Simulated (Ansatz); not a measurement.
# Ligand exchange: AlH2Br + LiSH → AlH2(SH) + LiBr

Species: AlH2Br `[AlH2][Br]`, singlet; LiSH `[Li][SH]`, singlet; AlH2(SH), singlet; LiBr, singlet. The partners trade Br for SH: Al–Br and Li–SH bonds give way to Al–SH and Li–Br.

Shapes, held fixed at every level: PBE0-D4/def2-TZVP. Programs: Ansatz 0.2.0. The zero-point and thermal change to 298 K, harmonic and unscaled (PBE0-D4/def2-TZVP), is +2.8 kJ/mol.

Task: Estimate ΔH(298 K) of this reaction.

Result: The highest level, CCSD(T)/def2-TZVPP, gives ΔH(298 K) = -48.1 kJ/mol; the levels span -59.9 to -48.1. The column of differences is taken from that level and isn't an error. No measured value is set beside it here. Relativity is left out for Br. Outer-core shells of Br, Li are correlated in most correlated rows, in sets that cover them unevenly.

```csv
level,kind,ΔH(298 K) (kJ/mol),less CCSD(T)/def2-TZVPP
HF/def2-TZVPP,Hartree–Fock,-53.9,-5.8
SPW92/def2-TZVPP,LDA,-50.6,-2.5
BHLYP-D4/def2-TZVPP,global hybrid,-52.4,-4.3
PBE0-D4/def2-TZVPP,global hybrid,-51.0,-2.9
CCSD(T)/def2-SVP,coupled cluster or CI,-59.9,-11.8
CCSD/def2-TZVPP,coupled cluster or CI,-48.2,-0.1
CCSD(T)/def2-TZVPP,coupled cluster or CI,-48.1,0.0
```
